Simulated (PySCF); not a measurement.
## Atomic charges against the basis set

Species: CH4FNSi2.
Cartesian coordinates in Å at the PBE0-D3(BJ)/def2-SVP level; atoms count from 1:
```xyz
9
CH4FNSi2 angstrom
N      2.751   -1.275   -0.522
C      1.966   -0.469   -0.237
Si     0.643    0.763    0.197
Si    -1.383   -0.395   -0.050
F     -2.591    0.656    0.251
H      0.770    1.905   -0.751
H      0.889    1.213    1.596
H     -1.522   -0.900   -1.445
H     -1.465   -1.516    0.927
```

PBE0 throughout (PySCF), one geometry, spherical d and f functions. Geometry: PBE0-D3(BJ)/def2-SVP, one conformer, isolated molecule. Atoms taken as equivalent share a column and are averaged.

Mulliken charges (e):

```tsv
basis	functions	N1	C2	Si3	Si4	F5	H6/H7	H8/H9
STO-3G	37	-0.206	-0.134	+0.447	+0.533	-0.236	-0.090	-0.112
6-31G	61	-0.270	-0.126	+0.398	+0.784	-0.465	-0.052	-0.109
pcSseg-0	61	-0.367	-0.227	+0.387	+0.721	-0.496	+0.038	-0.047
6-31G*	86	-0.260	-0.001	+0.210	+0.643	-0.406	-0.023	-0.070
cc-pVDZ	98	-0.107	-0.157	+0.180	+0.503	-0.324	-0.002	-0.046
def2-SVP	98	-0.052	-0.256	+0.227	+0.576	-0.350	-0.009	-0.063
aug-cc-pVDZ	159	-0.323	-0.026	-0.289	+0.126	-0.617	+0.279	+0.285
6-311+G(2d,p)	175	-0.241	-0.088	+0.326	+0.538	-0.436	-0.018	-0.032
def2-TZVP	191	-0.031	-0.215	+0.137	+0.395	-0.321	+0.024	-0.006
cc-pVTZ	214	-0.056	-0.197	+0.172	+0.428	-0.293	+0.001	-0.028
IGLO-III	233	-0.320	-0.004	+0.496	+0.858	-0.486	-0.122	-0.150
```

IAO charges (e):

| basis | functions | N1 | C2 | Si3 | Si4 | F5 | H6/H7 | H8/H9 |
| --- | --- | --- | --- | --- | --- | --- | --- | --- |
| STO-3G | 37 | -0.159 | -0.189 | +0.467 | +0.663 | -0.358 | -0.094 | -0.119 |
| 6-31G | 61 | -0.178 | -0.132 | +0.320 | +0.701 | -0.498 | -0.034 | -0.073 |
| pcSseg-0 | 61 | -0.177 | -0.134 | +0.291 | +0.680 | -0.481 | -0.022 | -0.067 |
| 6-31G* | 86 | -0.182 | -0.155 | +0.407 | +0.820 | -0.522 | -0.071 | -0.114 |
| cc-pVDZ | 98 | -0.175 | -0.158 | +0.404 | +0.805 | -0.520 | -0.068 | -0.110 |
| def2-SVP | 98 | -0.173 | -0.160 | +0.409 | +0.815 | -0.519 | -0.071 | -0.115 |
| aug-cc-pVDZ | 159 | -0.192 | -0.147 | +0.408 | +0.812 | -0.534 | -0.067 | -0.107 |
| 6-311+G(2d,p) | 175 | -0.192 | -0.154 | +0.429 | +0.834 | -0.539 | -0.074 | -0.115 |
| def2-TZVP | 191 | -0.189 | -0.157 | +0.433 | +0.845 | -0.541 | -0.077 | -0.119 |
| cc-pVTZ | 214 | -0.187 | -0.156 | +0.423 | +0.834 | -0.536 | -0.073 | -0.115 |
| IGLO-III | 233 | -0.192 | -0.155 | +0.433 | +0.839 | -0.540 | -0.076 | -0.117 |

Hirshfeld charges (e):

```
        basis  functions      N1      C2     Si3     Si4      F5   H6/H7   H8/H9
       STO-3G         37  -0.183  -0.079  +0.326  +0.380  -0.158  -0.063  -0.080
        6-31G         61  -0.178  -0.047  +0.277  +0.365  -0.233  -0.041  -0.051
     pcSseg-0         61  -0.179  -0.055  +0.287  +0.393  -0.230  -0.045  -0.062
       6-31G*         86  -0.186  -0.033  +0.277  +0.347  -0.198  -0.047  -0.057
      cc-pVDZ         98  -0.179  -0.042  +0.288  +0.350  -0.192  -0.051  -0.062
     def2-SVP         98  -0.184  -0.037  +0.293  +0.360  -0.197  -0.053  -0.065
  aug-cc-pVDZ        159  -0.195  -0.042  +0.295  +0.363  -0.211  -0.047  -0.058
6-311+G(2d,p)        175  -0.195  -0.041  +0.296  +0.367  -0.213  -0.048  -0.059
    def2-TZVP        191  -0.193  -0.038  +0.291  +0.357  -0.202  -0.048  -0.059
      cc-pVTZ        214  -0.191  -0.037  +0.289  +0.355  -0.198  -0.049  -0.060
     IGLO-III        233  -0.199  -0.040  +0.295  +0.359  -0.204  -0.047  -0.058
```

ESP-fitted charges (e):

```
        basis  functions      N1      C2     Si3     Si4      F5   H6/H7   H8/H9
       STO-3G         37  -0.383  +0.219  +0.100  +0.481  -0.180  -0.019  -0.100
        6-31G         61  -0.397  +0.241  +0.059  +0.662  -0.367  +0.001  -0.100
     pcSseg-0         61  -0.399  +0.234  +0.046  +0.719  -0.348  +0.003  -0.129
       6-31G*         86  -0.357  +0.185  +0.120  +0.456  -0.244  -0.010  -0.070
      cc-pVDZ         98  -0.339  +0.167  +0.095  +0.461  -0.251  +0.001  -0.067
     def2-SVP         98  -0.352  +0.185  +0.096  +0.501  -0.258  -0.004  -0.081
  aug-cc-pVDZ        159  -0.384  +0.216  +0.074  +0.428  -0.246  +0.011  -0.055
6-311+G(2d,p)        175  -0.376  +0.199  +0.083  +0.450  -0.257  +0.010  -0.060
    def2-TZVP        191  -0.376  +0.207  +0.082  +0.446  -0.243  +0.006  -0.064
      cc-pVTZ        214  -0.368  +0.197  +0.088  +0.442  -0.238  +0.004  -0.064
     IGLO-III        233  -0.379  +0.212  +0.077  +0.413  -0.234  +0.009  -0.054
```

Problem. Which scheme is steadiest as the basis changes?

Solution. Largest range over the bases for any column: Hirshfeld 0.08 e, IAO 0.18 e, ESP-fitted 0.31 e, Mulliken 0.78 e. Hirshfeld charges move least and Mulliken charges most, counted in e. Without the minimal STO-3G basis the ranges are Hirshfeld 0.05, IAO 0.17, ESP-fitted 0.31, Mulliken 0.78 e.

Problem. How much do the charges still move between the two largest bases, cc-pVTZ and IGLO-III?

Solution. At most, over all atoms: Mulliken 0.430 e, IAO 0.010 e, Hirshfeld 0.008 e, ESP-fitted 0.029 e.

Problem. What do the same runs give for the total energy, the frontier levels and the dipole moment?

Solution. 
```json
{"basis": "STO-3G", "energy (Eh)": "-764.3275", "HOMO (eV)": "-5.34", "LUMO (eV)": "4.01", "μ (D)": "2.96"}
{"basis": "6-31G", "energy (Eh)": "-773.5091", "HOMO (eV)": "-8.97", "LUMO (eV)": "-0.93", "μ (D)": "1.55"}
{"basis": "pcSseg-0", "energy (Eh)": "-772.5186", "HOMO (eV)": "-9.23", "LUMO (eV)": "-1.24", "μ (D)": "2.00"}
{"basis": "6-31G*", "energy (Eh)": "-773.6317", "HOMO (eV)": "-8.75", "LUMO (eV)": "-1.07", "μ (D)": "2.17"}
{"basis": "cc-pVDZ", "energy (Eh)": "-773.6735", "HOMO (eV)": "-8.78", "LUMO (eV)": "-1.14", "μ (D)": "2.06"}
{"basis": "def2-SVP", "energy (Eh)": "-773.3367", "HOMO (eV)": "-8.86", "LUMO (eV)": "-1.18", "μ (D)": "2.08"}
{"basis": "aug-cc-pVDZ", "energy (Eh)": "-773.6952", "HOMO (eV)": "-8.92", "LUMO (eV)": "-1.40", "μ (D)": "2.28"}
{"basis": "6-311+G(2d,p)", "energy (Eh)": "-773.7564", "HOMO (eV)": "-8.96", "LUMO (eV)": "-1.51", "μ (D)": "2.25"}
{"basis": "def2-TZVP", "energy (Eh)": "-773.7791", "HOMO (eV)": "-8.91", "LUMO (eV)": "-1.45", "μ (D)": "2.30"}
{"basis": "cc-pVTZ", "energy (Eh)": "-773.7711", "HOMO (eV)": "-8.88", "LUMO (eV)": "-1.36", "μ (D)": "2.29"}
{"basis": "IGLO-III", "energy (Eh)": "-773.7807", "HOMO (eV)": "-8.94", "LUMO (eV)": "-1.42", "μ (D)": "2.33"}
```

The dipole is fixed by the density alone, so its range of 1.41 D shows that the density itself changes with the basis, not only its division among atoms.
